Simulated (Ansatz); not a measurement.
Reaction (redistribution): `CN[BH][SnH3]` + `[SiH3]C1=CO1` → `[SnH3][C]1=CO1` + `CNB[SiH3]`

Gas-phase electronic energies from Ansatz, PBE0-D4/def2-TZVP geometries. CBS: MP2 limit from def2 TZ/QZ plus the TZ coupled-cluster correction, frozen cores. Functionals use def2-TZVPP. def2 core potentials past Kr. For Sn outer-core shells are correlated without core-valence functions, which leaves a few kJ/mol of doubt a bond. Each species was taken in one conformer, which may not be the lowest.

Problem. Is it downhill or uphill in electronic energy at CCSD(T)/CBS, and by how much? (Best estimate.)

Solution. The calculation gave: Uphill: ΔE = +7.7 kcal/mol.

Problem. What do these levels give: revPBE-D4, BLYP-D4, ωB97X-V, BLYP, RPA@PBE/def2-TZVPP, SCS-MP2/def2-QZVPP? (An estimate is asked.)

Solution. Computed: revPBE-D4 6.5, BLYP-D4 6.9, ωB97X-V 7.3, BLYP 7.1, RPA@PBE/def2-TZVPP 5.2, SCS-MP2/def2-QZVPP 9.9 kcal/mol.

Largest T1 diagnostic among the species: 0.026, so the coupled-cluster value is less sure than usual.

At CCSD(T), def2-SVP lies −2.6 kcal/mol from the extrapolated value and def2-TZVPP −1.1 kcal/mol. From BLYP to BHLYP (50 % exact exchange), in def2-TZVPP and without D4, ΔE moves by +0.9 kcal/mol. Leaving LDA and LC-ωPBE aside and taking each functional with its dispersion term where it has one, the values, not all of them listed here, spread over 2.8 kcal/mol, from B97M-V to r2SCAN0-D4. LDA lies +1.6 kcal/mol from PBE without D4.
